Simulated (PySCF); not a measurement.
# Frontier orbitals and the lowest excitations

Compound: C₆H₆S₃Si.
Geometry (PBE0-D3(BJ)/def2-SVP, Å), atoms numbered from 1 in this order:
```xyz
16
C6H6S3Si angstrom
Si     3.6159   -0.8889    0.4220
S      2.6517    0.0721   -1.2536
C      0.9981   -0.0202   -0.6521
C      0.3084    0.9518    0.0323
C     -1.0184    0.5335    0.3134
S     -2.3783    1.2311    1.1196
C     -3.3268   -0.1849    0.8193
C     -2.6529   -1.1601    0.1347
C     -1.3239   -0.7454   -0.1567
S      0.0332   -1.4448   -0.9619
H      5.0699   -0.9170    0.0883
H      3.0947   -2.2751    0.5975
H      3.3849   -0.1068    1.6711
H      0.7511    1.9086    0.3073
H     -4.3567   -0.2198    1.1729
H     -3.0904   -2.1182   -0.1444
```

Theory: TDDFT B3LYP/def2-SVPD, vertical, gas phase, core orbitals frozen in the response in PySCF.

Kohn–Sham orbitals with the atoms that hold most of them (Löwdin shares over 4%, at most four atoms; ? is withheld):

```tsv
orbital	ε (eV)	atoms
LUMO+2	-0.14	S10 29%, S6 22%, C3 8%, S2 7%
LUMO+1	-0.34	Si1 26%, S2 23%, S10 9%, H12 8%
LUMO	?	C3 17%, C7 15%, S10 12%, C4 10%
HOMO	-6.23	?
HOMO-1	-6.64	?
HOMO-2	-7.20	S2 68%, Si1 9%, C3 9%
HOMO-3	-8.07	C4 15%, C5 15%, C8 15%, S10 12%
```

Q: Which atoms hold the HOMO, and with what shares?

A: C3 (bonded to C and 2 S) 18%; C7 (bonded to C, S and H) 18%; C4 (bonded to 2 C and H) 12%; C8 (bonded to 2 C and H) 11%.

Q: Which atoms hold the HOMO-1, and with what shares?

A: S10 (bonded to 2 C) 26%; S6 (bonded to 2 C) 26%; C9 (bonded to 2 C and S) 11%; C5 (bonded to 2 C and S) 10%. By element: sulfur 52% or more, carbon 21% or more.

Q: What is the LUMO energy, and the HOMO–LUMO gap?

A: ε(LUMO) = -1.44 eV; the gap is 4.80 eV (0.1763 hartree).

Q: The HOMO–LUMO gap is 4.80 eV. Where does the response calculation put the lowest singlet, and from which orbitals?

A: S1 is at 4.49 eV (f = 0.401), 0.31 eV below the gap, made of HOMO→LUMO (95%). Without the coupling terms of the response equations the lowest excitation would equal the gap.

Q: Give energy, strength and leading configuration of S1, S2 and S3, and follow the Löwdin shares of the leading atoms from the occupied to the empty orbital.

A: 
- S1 (4.49 eV, f 0.401), HOMO→LUMO (95%): C3 18% → 17%, C7 18% → 15%
- S2 (4.69 eV, f 0.062), HOMO-1→LUMO (87%): S10 26% → 12%, S6 26% → at most 10%, C3 at most 10% → 17%, C7 at most 10% → 15%
- S3 (4.85 eV, f 0.014), HOMO-2→LUMO (90%): S2 68% → at most 10%, Si1 9% → at most 10%, C3 9% → 17%, C7 at most 4% → 15%

Löwdin shares depend on the basis, the more so with diffuse functions.

One conformer stands for the species.
